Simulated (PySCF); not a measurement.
A side-by-side comparison of computed properties.

First species: C6H11NOSi.
Structure used (GFN2-xTB), in Å, numbered top down from 1:
```
atom  x, y, z in Å
C1     3.4762    1.2656   -0.7508
C2     2.7490    0.1961   -0.4891
C3     1.4639    0.2245    0.2758
C4     0.2905   -0.3277   -0.5585
C5     0.5421   -1.7141   -0.9148
N6     0.7247   -2.8128   -1.1704
O7    -0.8883   -0.2238    0.1852
Si8   -2.4260   -0.1838   -0.3522
C9    -3.3921    0.0375    1.2529
H10    4.3995    1.2061   -1.3003
H11    3.1815    2.2471   -0.4159
H12    3.0601   -0.7823   -0.8318
H13    1.5496   -0.3870    1.1788
H14    1.2123    1.2441    0.5733
H15    0.2043    0.2440   -1.4967
H16   -2.5835    0.9484   -1.2766
H17   -2.7729   -1.4162   -1.0662
H18   -3.0498    0.8993    1.8174
H19   -3.3020   -0.8334    1.8948
H20   -4.4443    0.1789    1.0324
```

Second species: C₆H₁₁NOSi.
SMILES with atom numbers: `[CH2:1]=[CH:2][CH2:3][CH2:4][C@@H:5]([C:6]#[N:7])[O:8][SiH3:9]` (hydrogens: H10, H11 on C1; H12 on C2; H13, H14 on C3; H15, H16 on C4; H17 on C5; H18, H19, H20 on Si9)

Levels: PBE0/pcSseg-1 for dipole moment, HOMO energy, LUMO energy and HOMO–LUMO gap; GFN2-xTB for rotational constant A and rotational constant C. Geometries: GFN2-xTB. Each species is one conformer at its optimised geometry, gas phase, non-relativistic unless stated; the electronic structure was computed with PySCF and density fitting.

Dipoles, sizes and rotational constants follow the conformer. The torsions of the flexible species, by atom-mapped SMILES:
- `[CH2:1]=[CH:2][CH2:3][C@@H:4]([C:5]#[N:6])[O:7][SiH2:8][CH3:9]`: C1–C2–C3–C4 121°, C2–C3–C4–C5 61°, C3–C4–O7–Si8 158°, C4–O7–Si8–C9 -178°
- `[CH2:1]=[CH:2][CH2:3][CH2:4][C@@H:5]([C:6]#[N:7])[O:8][SiH3:9]`: C1–C2–C3–C4 -120°, C2–C3–C4–C5 -179°, C3–C4–C5–C6 61°, C4–C5–O8–Si9 170°

Values for the first species:

| Property | Result |
| --- | --- |
| Dipole moment | 3.49 D |
| HOMO energy | -7.95 eV |
| LUMO energy | -0.18 eV |
| HOMO–LUMO gap | 7.77 eV |
| Rotational constant A | 2.324 GHz |
| Rotational constant C | 0.567 GHz |

Problem. Estimate the same properties for the second species, and the change in each.

Solution. 
| property | first | second | second less first |
| --- | --- | --- | --- |
| dipole moment | 3.49 D | 3.04 D | -0.45 D |
| HOMO energy | -7.95 eV | -7.75 eV | +0.20 eV |
| LUMO energy | -0.18 eV | -0.24 eV | -0.06 eV |
| HOMO–LUMO gap | 7.77 eV | 7.51 eV | -0.26 eV |
| rotational constant A | 2.324 GHz | 2.727 GHz | +0.403 GHz |
| rotational constant C | 0.567 GHz | 0.502 GHz | -0.065 GHz |

On the first: In atomic units the dipole is 1.37 e·bohr (1 au = 2.5417 D).

On the second: The dipole matches unit charges of opposite sign 0.63 Å apart (1 e·Å = 4.8032 D). A dipole of 3.04 D is allowed in C1, and pure rotational transitions are dipole-allowed.
